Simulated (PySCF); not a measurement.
The vertical singlet excitations below were computed for one of the candidates. The calculation used TDDFT B3LYP/def2-SVPD, vertical, gas phase, core orbitals frozen in the response (PySCF). Geometries: GFN2-xTB, one conformer each. Relativistic effects are left out although some hold elements past zinc.

| state | E (eV) | f |
| --- | --- | --- |
| S1 | 4.33 | 0.316 |
| S2 | 4.53 | 0.0000 |
| S3 | 5.41 | 0.0012 |
| S4 | 5.66 | 0.306 |
| S5 | 6.33 | 0.0010 |
| S6 | 6.34 | 0.0050 |
| S7 | 6.42 | 0.0023 |
| S8 | 6.61 | 0.080 |

Question: Which structure fits? All have the formula C4H4BBrF2.
A. `FB(F)CC1=C(Br)C1`
B. `FCC1=C[C@@H]1B(F)Br`
C. `FB(Br)[C@H]1C=C(F)C1`
D. `C=C/C=C(\Br)B(F)F`

Answer: D. Its S1, at 4.33 eV, is the lowest among the candidates; the nearest of the others has S1 at 5.04 eV. S1 is HOMO→LUMO (92%). Löwdin shares by element: HOMO carbon 50% or more, bromine 31% (atoms not listed hold the other 18%); LUMO carbon 60% or more, boron 12% (atoms not listed hold the other 29%). At the same level the other candidates give, for their lowest levels:
- `FCC1=C[C@@H]1B(F)Br`: 5.10 eV (f 0.006); 5.94 eV (f 0.001); 6.30 eV (f 0.086); 6.36 eV (f 0.140); 6.62 eV (f 0.006); T1 4.10 eV; HOMO -7.45, LUMO -1.24 eV
- `FB(Br)[C@H]1C=C(F)C1`: 5.04 eV (f 0.033); 6.01 eV (f 0.001); 6.44 eV (f 0.005); 6.79 eV (f 0.033); 6.86 eV (f 0.085); T1 4.30 eV; HOMO -7.24, LUMO -1.27 eV
- `FB(F)CC1=C(Br)C1`: 5.19 eV (f 0.036); 5.26 eV (f 0.115); 5.96 eV (f 0.004); 5.98 eV (f 0.011); 6.27 eV (f 0.008); T1 3.88 eV; HOMO -6.81, LUMO -0.95 eV

The values belong to the conformer `[CH2:1]=[CH:2]/[CH:3]=[C:4](\[Br:5])[B:6]([F:7])[F:8]`: C1–C2–C3–C4 180°, C3–C4–B6–F7 180°.
Triplets come from the Tamm–Dancoff approximation.
